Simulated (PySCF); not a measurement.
C₃H₁₀SSi₂.
Z-matrix (Å and degrees, PBE0-D3(BJ)/def2-SVP geometry), rows numbered from 1:
```
C 
C   1  1.3356
C   2  1.4940  1  125.42
Si  3  1.8872  2  110.05  1  -101.30
S   4  2.1579  3  107.24  2  -174.49
Si  5  2.1470  4   99.45  3  -176.57
H   1  1.0927  2  121.41  3   178.03
H   1  1.0950  2  121.49  3    -2.29
H   2  1.0975  1  118.56  3  -177.46
H   3  1.1028  2  111.57  1   138.94
H   3  1.1021  2  111.66  1    18.35
H   4  1.4953  3  110.52  2   -54.37
H   4  1.4938  3  110.41  2    65.54
H   6  1.4939  5  111.29  4   -62.91
H   6  1.4938  5  111.02  4    58.12
H   6  1.4902  5  106.23  4   177.67
```

The closed-shell ground state was solved at several levels (PySCF, density fitting, gas phase, non-relativistic).

```csv
level,basis functions,total energy (Eh),HOMO (eV),LUMO (eV),gap (eV),dipole (D)
PBE0/pcSseg-1,173,-1096.9496,-7.36,-0.28,7.08,1.06
PBE/pcSseg-1,173,-1096.8447,-6.22,-1.22,5.00,0.95
```

Q: Estimate the row for PBE0/def2-SVPD, a basis of 215 functions; the other rows only guide the guess.

A: Total energy -1096.6280 Eh, HOMO -7.34 eV, LUMO -0.36 eV, gap 6.98 eV, dipole 0.80 D.

Q: Over all these levels, which gives the widest orbital gap and which the narrowest?

A: PBE0/pcSseg-1 (global hybrid, 25 % exact exchange) has the widest, 7.08 eV, and PBE/pcSseg-1 (GGA) the narrowest, 5.00 eV. The two share the basis. From the narrowest to the widest the HOMO moves by -1.14 eV and the LUMO by +0.94 eV.

Q: How far do the dipole and the HOMO energy spread over the levels?

A: The dipole runs from 0.80 to 1.06 D (mean 0.94 D) and the HOMO from -7.36 to -6.22 eV.

One conformer stands for the species.
